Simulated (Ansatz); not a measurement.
Cost and result up the ladder for Si4Ge3 (7 atoms). The state is a singlet with charge 0. Geometry: PBE-D4/def2-SVP.

Cartesian coordinates in Å:
```
Si -2.2354 0.3607 0.2557
Si 0.1013 0.9936 0.2645
Si -0.8765 -1.3463 -0.3095
Si 1.5601 -0.8294 -0.3415
Ge 0.5995 -3.0131 -0.8765
Ge 2.4521 1.2674 0.2042
Ge -1.6012 2.5671 0.8031
```

Ansatz on 4 threads of Arm Neoverse V2 on a shared host. Times are rough, and most runs start from the orbitals of an earlier one. No level here is sound enough to serve as a yardstick. Binding counts from free atoms at the same level (Si triplet, Ge triplet; other spins of the atoms weren't run), without zero-point energy or a counterpoise term.

Correlated methods freeze 47 core orbitals; core or outer-core shells of Ge are correlated, in sets that lack core-valence functions. The rows differ in basis, and correlated rows in double-zeta sets carry the largest basis error. Another isomer (singlet) lies 1.62 eV lower at PBE0-D4/def2-TZVP; other spin states weren't run for this one.

Correlated methods converge slowly with the basis, most of all in double-zeta sets.

| level | functions | binding energy per atom (eV) | remarks |
| --- | --- | --- | --- |
| ωB97X-V/def2-TZVP | 292 | 2.97 | restricted SCF unstable in HF |
| B97M-V/def2-TZVP | 292 | 3.25 | restricted SCF unstable in HF |
| CCSD(T)/def2-SVP | 168 | 2.66 | restricted SCF unstable |
| PBE-D4/def2-TZVP (with forces) | 292 | 3.34 | restricted SCF unstable in HF |
| r2SCAN-D4/def2-TZVP | 292 | 3.23 | restricted SCF unstable in HF |
| PBE0-D4/def2-TZVP | 292 | 3.17 | restricted SCF unstable in HF |

Task: Estimate how long each takes.

Result: PBE-D4/def2-TZVP (with forces) 7 s; r2SCAN-D4/def2-TZVP 15 s; PBE0-D4/def2-TZVP 21 s; B97M-V/def2-TZVP 26 s; ωB97X-V/def2-TZVP 40 s; CCSD(T)/def2-SVP 53 s. On shared hardware such times vary by a factor of up to 3.
